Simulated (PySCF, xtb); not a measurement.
C₅H₁₀O, SMILES CC[C@@H]1CCO1.

xtb with GFN2-xTB at its own geometry gives an orbital gap of 10.12 eV and a dipole moment of 1.94 D.

Geometry optimised at B3LYP-D3(BJ)/def2-SVP. The values are those of a single conformer.

Problem. What does PBE/def2-TZVP (PySCF) give? (The exact figures need the calculation; the answer reports its results.)

Solution. gap 6.05 eV (levels -5.54 and 0.51 eV), dipole 1.62 D.
